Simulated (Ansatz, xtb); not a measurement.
Relative energy of two isomers of C4H5FSSi

Structure a is `Fc1cscc1[SiH3]`, a singlet and structure b is `Fc1csc([SiH3])c1`, a singlet. Both are isolated molecules in the gas phase, relaxed with B3LYP-D3(BJ)/def2-SVP.

**Question.** Estimate E(b) − E(a) at the level CCSD(T)/def2-SVP + ΔMP2/def2-TZVPP.

**Answer.** Too close to call at this level: CCSD(T)/def2-SVP + ΔMP2/def2-TZVPP gives E(b) − E(a) = +0.17 kJ/mol.

Level by level:

| level | geometry | E(b) − E(a) (kJ/mol) | departure from the last row (kJ/mol) | job, with rough time for the two |
| --- | --- | --- | --- | --- |
| GFN2-xTB | GFN2-xTB | +4.83 | +4.66 | optimisation, 0.64 s |
| HF/STO-3G | GFN2-xTB | +3.77 | +3.61 | single point, 3.7 s |
| r2SCAN-D4/def2-SVP | GFN2-xTB | +1.52 | +1.35 | single point, 14 s |
| B3LYP-D3(BJ)/def2-SVP | B3LYP-D3(BJ)/def2-SVP | +1.67 | +1.50 | optimisation, 3 min |
| HF/def2-SVP | B3LYP-D3(BJ)/def2-SVP | +2.03 | +1.86 | part of the CCSD(T) run |
| MP2/def2-SVP | B3LYP-D3(BJ)/def2-SVP | +1.82 | +1.65 | part of the CCSD(T) run |
| CCSD(T)/def2-SVP | B3LYP-D3(BJ)/def2-SVP | +2.81 | +2.64 | single point |
| CCSD(T)/def2-SVP + ΔMP2/def2-TZVPP | B3LYP-D3(BJ)/def2-SVP | +0.17 |  | single point, 3.4 min |

As drawn, both hold the same kinds of bond in the same numbers.

The largest departure from CCSD(T)/def2-SVP + ΔMP2/def2-TZVPP is that of GFN2-xTB, 4.66 kJ/mol. The last row adds to CCSD(T) the change of the MP2 difference between the two basis sets, here −2.64 kJ/mol.

With thermal terms from frequencies at re-optimised GFN2-xTB minima (ideal gas, soft modes damped towards free rotors, one conformer each, 298.15 K, 1 atm): the zero-point term adds −0.05 kJ/mol; ΔH is +0.23 and ΔG +0.02 kJ/mol.

The correlated steps freeze 15 core orbitals. Programs: Ansatz 0.2.0, xtb 6.7.1; the last row on 2 threads of Intel(R) Xeon(R) Processor @ 2.50GHz (Skylake/Cascade Lake) on a shared host.
